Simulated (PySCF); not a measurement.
BrH₂MgN, SMILES [NH2][Mg][Br]. Heavy atoms are numbered as in [Mg:1]([Br:2])[NH2:3]. Hydrogens are named by the atom that carries them.

Coordinates come from a PBE0-D3(BJ)/def2-TZVP optimisation. The values are those of a single conformer.

These are M06-2X/def2-TZVPD run with PySCF values and carry that method's errors.

ESP charges are fitted to the potential on shells at 1.4 to 2.0 van der Waals radii. Atomic charges (e), one atom of each kind:

```json
[
 {"atom": "Mg1", "meta-Löwdin": "…", "ESP fit": "1.06"},
 {"atom": "Br2", "meta-Löwdin": "…", "ESP fit": "-0.47"},
 {"atom": "N3 (NH2)", "meta-Löwdin": "…", "ESP fit": "-1.45"},
 {"atom": "H on N3", "meta-Löwdin": "…", "ESP fit": "0.43"}
]
```

Task: What belongs in the gaps? (Estimate from the structure and the level; the computed values follow.)

Result: 
- Mg1, meta-Löwdin: 1.46
- Br2, meta-Löwdin: -0.75
- N3 (NH2), meta-Löwdin: -1.12
- H on N3, meta-Löwdin: 0.20
